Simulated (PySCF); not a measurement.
## Low-lying terms of Ti⁴⁺ (titanium, charge +4)

Ground state [Ar], ¹S. Computed with PySCF 2.14 in aug-cc-pVQZ (9s8p6d4f3g2h, 140 functions), with the non-relativistic Hamiltonian (point nucleus). Vertical excitation energies in eV without spin-orbit coupling; excited terms of each kind are numbered among those the solver found. Frozen: [Ne].

```csv
term,leading excitation,EOM-EE-CCSD
1 3P°,3p → d,33.970
1 3F°,3p → d,35.547
1 1D°,3p → d,37.876
1 3D°,3p → d,38.059
1 1F°,3p → d,38.323
1 1P°,3p → d,49.365
1 3S,3p → p,59.586
1 3D,3p → p,60.902
1 1D,3p → p,60.962
1 1P,3p → p,61.364
1 3P,3p → p,61.422
1 1S,3p → p,63.582
2 1D,3p → p,78.182
```

The solver can miss terms.
